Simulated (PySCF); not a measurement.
# MoBr⁻: one state, many levels of theory

State: ⁷Σ⁺ (septet), unpaired electrons σ ↑↑, π ↑↑, δ ↑↑. Set-up: PySCF, scalar-relativistic core potentials, basis sets Mo def2-TZVPPD with ECP28, Br def2-TZVPPD. De refers to Mo (4d5 5s1) + Br⁻ in their high-spin ground configurations, without counterpoise correction. The functionals are run spin-unrestricted. A positive dipole points towards Br; it is taken about the centre of mass and depends on that origin.

| Level | Re (Å) | ωe (cm⁻¹) | De (eV) | μ (D) |
| --- | --- | --- | --- | --- |
| UHF | 2.836 | 134 | n/a | 0.41 |
| UHF-MP2 | 2.644 | 171 | n/a | n/a |
| UHF-SCS-MP2 | 2.679 | 163 | n/a | n/a |
| PBE | 2.668 | 160 | 1.14 | 1.04 |
| PBEsol | 2.616 | 174 | 1.30 | 1.38 |
| BLYP | 2.725 | 146 | 0.99 | 0.67 |
| BP86 | 2.671 | 160 | 1.14 | 1.08 |
| r²SCAN | 2.690 | 158 | 1.12 | 0.82 |
| PBE0 | 2.677 | 161 | 1.11 | 0.94 |
| M06 | 2.672 | 164 | 1.10 | 1.01 |
| BHandHLYP | 2.731 | 151 | 1.01 | 0.59 |
| CAM-B3LYP | 2.694 | 160 | 1.10 | 0.95 |

The bond length runs from 2.616 Å (PBEsol) to 2.836 Å (UHF). De spans 0.99 eV (BLYP, GGA) to 1.30 eV (PBEsol, GGA).

Correlated steps freeze 9 core orbitals. The metal atom is held in its measured ground configuration; semilocal functionals can put another filling of s and d lower by some tenths of an eV, and De to that atom would be smaller. Spin–orbit coupling is left out, which matters for elements this heavy, above all for dissociation energies. For an ion De counts to the pair picked by the measured ionisation energies or electron affinities, which need not be the lowest pair at this level. The highest Kohn–Sham level is positive in this anion. Much of that is self-interaction error, but it also means that the finite basis helps to hold the extra electron. With d or f electrons several states lie close, and the lowest PBE0 determinant need not be the measured ground state.

The whole job (state search and all levels along the bond) took about 7.2 min on 2 threads of Arm Neoverse V2 (shared host), peak memory 5 GiB.
